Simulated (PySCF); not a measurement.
GeCl₂, triplet: molecular constants

These are results of PySCF, UPBE0, basis Ge def2-TZVP, Cl def2-TZVP (no relativity, density fitting), not measurements.

The structure is a minimum.

```xyz
3
charge 0 multiplicity 3, angstrom
Ge    0.3365    0.4131    0.0000
Cl   -0.3554   -0.4364    1.8517
Cl   -0.3554   -0.4364   -1.8517
```

- Point group: C2v
- Bond lengths: Ge–Cl 2.152 Å (×2)
- Bond angles: Cl–Ge–Cl 118.8°
- Lowest empty level (β): -5.29 eV
- Enthalpy at 298.15 K above 0 K: 13.36 kJ/mol
- Entropy at 298.15 K and 1 bar (electronic part: spin only): 305.7 J/(mol K)
- Principal quadrupole moments (Buckingham, traceless) about the centre of mass: -1.68, -1.59, 3.28 D Å
- Principal polarisabilities: 39.1, 48.4, 78.5 bohr³
- Highest occupied level (α): -5.35 eV
- Atomisation energy without zero-point energy: 558 kJ/mol
- Rotational constants: 0.3908, 0.0703, 0.05958 cm⁻¹
- Dipole moment: 1.07 D
- Rotational symmetry number: 2
- Spin squared ⟨S²⟩: 2.005
- Heat capacity Cp at 298.15 K: 53.5 J/(mol K)
- Zero-point energy: 5.6 kJ/mol

Harmonic modes (masses in u: Ge 73.921, Cl 34.969):
```
symmetry  ω (cm⁻¹)  IR (km/mol)  μ (u)
      a1       116          1.4  40.82
      a1       382         11.2  39.42
      b2       432         65.2  44.67
```

In C2v the vibrations span 2a1 + b2. Here b1 is antisymmetric to the molecular plane and b2 lies in it.

Charges (e):
| atom | Mulliken | Löwdin | polar tensor | spin (Mulliken) | Mayer order to Ge1 |
| --- | --- | --- | --- | --- | --- |
| Ge1 | 0.43 | -0.24 | 0.75 | 1.52 | – |
| Cl2,3 | -0.21 | 0.12 | -0.38 | 0.24 | 1.08 |

Mulliken populations on Ge1: s 7.43, p 13.91, d 10.19, f 0.04.

This need not be the most stable arrangement of these atoms. At this level a singlet minimum of C2v symmetry lies 245 kJ/mol below this structure.

The final relaxation and frequency run took 31 s on 4 threads of a shared Arm Neoverse V1 host, with 122 basis functions and 9 gradients; the process peaked at 1.1 GiB. Launch command: `OMP_NUM_THREADS=4 python axn.py task.json out`.
